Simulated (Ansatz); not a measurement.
Computed with Ansatz on PBE0-D4/def2-TZVP structures; ΔE is electronic, products minus reactants. CCSD(T)/CBS is the MP2 limit (def2-TZVPP, def2-QZVPP) plus CCSD(T) − MP2 in def2-TZVPP, frozen cores. DFT in def2-TZVPP. HSE06 is defined as in plane-wave codes. Elements past krypton have def2 core potentials. For Ge, In outer-core shells are correlated without core-valence functions, which leaves a few kJ/mol of doubt a bond. Scalar relativity is left out up to krypton. Each species was taken in one conformer, which may not be the lowest.

Consider the redistribution: `[CH3][In]([NH2])[CH]=O` + `[SiH3][O][GeH3]` → `[CH3][In]([NH2])[GeH3]` + `O=CO[SiH3]`.

```csv
species,HSE06-D4 energy (Eh)
`[CH3][In]([NH2])[CH]=O`,-399.74312
`[SiH3][O][GeH3]`,-2444.93579
`[CH3][In]([NH2])[GeH3]`,-2364.48057
`O=CO[SiH3]`,-480.23480
```

(1) Work out ΔE.

Largest T1 diagnostic among the species: 0.016.

## Answers

(1) ΔE = (-2364.48057) + (-480.23480) − (-399.74312) − (-2444.93579) = -0.03646 Eh = -0.99 eV. CCSD(T)/CBS gives -0.83 eV.

From r2SCAN to r2SCAN0 (25 % exact exchange), in def2-TZVPP and without D4, ΔE moves by −0.04 eV. Leaving LDA and LC-ωPBE aside and taking each functional with its dispersion term where it has one, the values, not all of them listed here, spread over 0.20 eV, from PBE0-D4 to BLYP-D4. LDA lies −0.22 eV from PBE without D4. In def2-TZVPP, CCSD(T) changes the Hartree–Fock value by −0.07 eV (the triples alone add −0.01 eV) and MP2 by −0.11 eV.
